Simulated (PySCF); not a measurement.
Ligands exchanged one at a time, B OH-NH2. All species are isolated molecules in the gas phase. One relaxed conformer stands for each flexible species; it need not be the lowest. Strings in code marks are SMILES.

The HOMO–LUMO gap from two functionals at the same geometries (CAM-B3LYP-D3(BJ)/def2-TZVP), both in PySCF: PBE-D3(BJ)/def2-TZVP and CAM-B3LYP-D3(BJ)/def2-TZVP. 

```
species                                                      PBE-D3(BJ)/def2-TZVP (eV)  CAM-B3LYP-D3(BJ)/def2-TZVP (eV)
-----------------------------------------------------------  -------------------------  -------------------------------
0 of 3 OH replaced by NH2 (`OB(O)O`)                                              6.72                            11.55
1 of 3 OH replaced by NH2                                                         5.82                            10.34
2 of 3 OH replaced by NH2 (`NB(N)O` (N–B–O–H torsion 180°))                       5.25                             9.68
3 of 3 OH replaced by NH2 (`NB(N)N`)                                              5.16                             9.58
```

Over these rows, drawn at random from the members with no instability flagged (it was tested for open shells, ions and some series alone), PBE minus CAM-B3LYP-D3(BJ): mean -4.55 eV, from -4.83 eV to -4.42 eV.
